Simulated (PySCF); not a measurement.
C₅H₄F₂O, SMILES F/C=C1\C[C@@H](F)C1=O.

The structure is a stationary point at PBE0-D3(BJ)/def2-SVP. The structure was generated by enumeration; whether it is a known compound was not checked.

Two levels are set side by side: PBE/def2-TZVP (PySCF) and CAM-B3LYP/def2-TZVP (PySCF). Same geometry, gas phase. Differences are taken from unrounded values.

| quantity | CAM-B3LYP |
|---|---|
| orbital gap (eV) | 7.98 |
| highest occupied level (eV) | -9.14 |
| lowest empty level (eV) | -1.15 |
| dipole moment (D) | 2.88 |

Q: What does PBE give, and how far is it from CAM-B3LYP? (The exact figures need the calculation; the answer reports its results.)

A: 
```
quantity                       PBE  PBE minus CAM-B3LYP
---------------------------  -----  -------------------
orbital gap (eV)              2.86                -5.12
highest occupied level (eV)  -6.04                 3.10
lowest empty level (eV)      -3.18                -2.02
dipole moment (D)             2.85                -0.04
```

PBE's occupied levels lie high since its potential decays too fast outside the molecule; exact exchange lowers them and widens the gap. Differences between two approximate levels are no errors against the true value.

Rough cost on one machine, each run with all the roots and properties that it gave: CAM-B3LYP against PBE within a factor of 2.
